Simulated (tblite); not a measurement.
C₆H₁₃ClGeO.
Numbering: `[CH2:1]=[CH:2][C@@H:3]([Cl:4])[Ge@H:5]([CH2:6][CH3:7])[O:8][CH3:9]` (hydrogens: H10, H11 on C1; H12 on C2; H13 on C3; H14 on Ge5; H15, H16 on C6; H17, H18, H19 on C7; H20, H21, H22 on C9)

Computed with GFN2-xTB (tblite), gas phase: L-BFGS steps from a force-field or distance-geometry start until the largest atomic force falls under 0.01 eV/Å.

Step 21: E = -815.8238 eV
```
atom  x, y, z in Å  |  force x, y, z in eV/Å
C1     -2.8567    0.9362   -0.5184   -0.133  -0.025  -0.053
C2     -2.6535    0.0980    0.4840    0.088   0.075   0.009
C3     -1.6457   -0.9828    0.4739    0.028  -0.014  -0.032
Cl4    -1.6071   -1.8361   -1.0938    0.011   0.069  -0.006
Ge5     0.2662   -0.2592    0.7571   -0.080   0.013  -0.069
C6      0.9075    1.1917   -0.4990   -0.019  -0.111   0.064
C7      1.8931    2.1174    0.2046    0.022  -0.005  -0.028
O8      1.3989   -1.6006    0.6180   -0.031  -0.036   0.058
C9      1.6407   -2.3802   -0.5342    0.017  -0.023  -0.010
H10    -3.5559    1.7481   -0.4507   -0.116   0.021   0.036
H11    -2.3656    0.8187   -1.4690    0.106  -0.014   0.005
H12    -3.1918    0.2106    1.4159    0.046   0.032   0.025
H13    -1.8580   -1.7475    1.2236    0.014   0.069  -0.031
H14     0.5196    0.0138    2.2258   -0.002   0.048   0.044
H15     0.0981    1.7697   -0.9452    0.024  -0.124   0.092
H16     1.4237    0.6577   -1.3014   -0.061   0.048  -0.012
H17     1.3780    2.8370    0.8372   -0.030  -0.021  -0.041
H18     2.5841    1.5596    0.8370   -0.027  -0.067  -0.066
H19     2.4762    2.6522   -0.5416    0.016   0.126   0.041
H20     1.2262   -3.3795   -0.3866    0.065  -0.027   0.003
H21     1.1907   -1.9602   -1.4352    0.047   0.038  -0.013
H22     2.7209   -2.4452   -0.6733    0.015  -0.073  -0.018
```

Step 22: E = -815.8286 eV
```
atom  x, y, z in Å  |  force x, y, z in eV/Å
C1     -2.8651    0.9387   -0.5196   -0.117  -0.010  -0.033
C2     -2.6547    0.1063    0.4860    0.064   0.032  -0.007
C3     -1.6489   -0.9760    0.4724    0.068  -0.005   0.018
Cl4    -1.6097   -1.8264   -1.0926    0.011   0.043  -0.067
Ge5     0.2662   -0.2594    0.7528   -0.058  -0.075   0.073
C6      0.9054    1.1896   -0.4947   -0.006  -0.089   0.039
C7      1.8906    2.1169    0.2043    0.051   0.025  -0.022
O8      1.3969   -1.6085    0.6173   -0.067   0.007   0.031
C9      1.6492   -2.3862   -0.5344    0.003  -0.026  -0.001
H10    -3.5645    1.7492   -0.4526   -0.140   0.045   0.047
H11    -2.3752    0.8239   -1.4702    0.120  -0.034  -0.019
H12    -3.1933    0.2175    1.4176    0.053   0.038   0.030
H13    -1.8552   -1.7432    1.2215   -0.009   0.087  -0.025
H14     0.5208    0.0065    2.2282   -0.013   0.043  -0.023
H15     0.0962    1.7640   -0.9423   -0.017  -0.086   0.083
H16     1.4213    0.6585   -1.2970   -0.029   0.018  -0.053
H17     1.3826    2.8355    0.8427   -0.064  -0.022  -0.029
H18     2.5900    1.5619    0.8282   -0.017  -0.089  -0.046
H19     2.4645    2.6552   -0.5453    0.039   0.143   0.015
H20     1.2346   -3.3866   -0.3909    0.064  -0.013   0.000
H21     1.2069   -1.9664   -1.4403    0.055   0.035   0.013
H22     2.7309   -2.4515   -0.6625    0.009  -0.066  -0.026
```

Step 23: E = -815.8341 eV
```
atom  x, y, z in Å  |  force x, y, z in eV/Å
C1     -2.8755    0.9406   -0.5218   -0.071   0.008  -0.008
C2     -2.6538    0.1161    0.4883    0.017  -0.004  -0.028
C3     -1.6495   -0.9682    0.4706    0.081   0.025   0.051
Cl4    -1.6126   -1.8145   -1.0930    0.014   0.016  -0.121
Ge5     0.2657   -0.2611    0.7494   -0.006  -0.148   0.203
C6      0.9031    1.1852   -0.4891    0.024  -0.037  -0.002
C7      1.8882    2.1161    0.2037    0.066   0.045  -0.014
O8      1.3944   -1.6174    0.6178   -0.087   0.030  -0.007
C9      1.6576   -2.3925   -0.5345   -0.006  -0.018   0.014
H10    -3.5766    1.7499   -0.4548   -0.135   0.036   0.046
H11    -2.3816    0.8290   -1.4712    0.095  -0.042  -0.014
H12    -3.1931    0.2255    1.4202    0.068   0.041   0.022
H13    -1.8503   -1.7372    1.2188   -0.040   0.088  -0.011
H14     0.5206    0.0024    2.2300   -0.023   0.033  -0.080
H15     0.0932    1.7550   -0.9371   -0.068  -0.038   0.070
H16     1.4179    0.6598   -1.2939    0.004  -0.021  -0.087
H17     1.3860    2.8333    0.8478   -0.089  -0.032  -0.015
H18     2.5950    1.5618    0.8188   -0.002  -0.092  -0.029
H19     2.4531    2.6602   -0.5481    0.048   0.135  -0.004
H20     1.2440   -3.3942   -0.3958    0.050  -0.002  -0.003
H21     1.2234   -1.9711   -1.4445    0.058   0.025   0.038
H22     2.7406   -2.4592   -0.6532    0.001  -0.047  -0.022
```

Problem. Estimate the geometry and energy of step 24. (The exact step hangs on the optimiser's Hessian estimate; all steps are aligned on step 23, rigid shifts and turns removed.)

Solution. E = -815.8408 eV, largest force 0.326 eV/Å
```
atom  x, y, z in Å  |  force x, y, z in eV/Å
C1     -2.8893    0.9429   -0.5248    0.000   0.028   0.019
C2     -2.6521    0.1283    0.4908   -0.038  -0.030  -0.053
C3     -1.6481   -0.9578    0.4689    0.058   0.058   0.050
Cl4    -1.6157   -1.7997   -1.0955    0.021   0.000  -0.148
Ge5     0.2653   -0.2657    0.7487    0.068  -0.171   0.269
C6      0.9007    1.1787   -0.4826    0.059   0.029  -0.050
C7      1.8862    2.1156    0.2027    0.063   0.049  -0.010
O8      1.3903   -1.6282    0.6188   -0.079   0.023  -0.043
C9      1.6675   -2.4002   -0.5342   -0.008  -0.002   0.028
H10    -3.5944    1.7507   -0.4577   -0.097  -0.007   0.036
H11    -2.3868    0.8348   -1.4720    0.034  -0.039   0.020
H12    -3.1908    0.2361    1.4242    0.085   0.037  -0.001
H13    -1.8443   -1.7289    1.2148   -0.079   0.075   0.012
H14     0.5194   -0.0002    2.2310   -0.026   0.018  -0.105
H15     0.0874    1.7422   -0.9290   -0.110   0.012   0.060
H16     1.4131    0.6609   -1.2925    0.033  -0.057  -0.103
H17     1.3882    2.8298    0.8536   -0.099  -0.057  -0.004
H18     2.6006    1.5596    0.8070    0.008  -0.071  -0.017
H19     2.4408    2.6692   -0.5506    0.042   0.101  -0.012
H20     1.2560   -3.4036   -0.4019    0.024   0.006  -0.005
H21     1.2437   -1.9758   -1.4483    0.054   0.013   0.061
H22     2.7520   -2.4695   -0.6429   -0.013  -0.015  -0.005
```

The energy changes by -0.0067 eV. The first-order estimate −F·Δx gives -0.0091 eV and the mean of the old and new forces, exact on a quadratic surface, -0.0067 eV. The step makes an angle of 72° with the force vector and moves no atom by more than 0.021 Å.

What follows is the cost of the whole relaxation. Hardware: an Arm Neoverse V1 with one thread, shared host with 32 logical CPUs at a one-minute load of 9.0. Cost: 2.0 s of wall time.
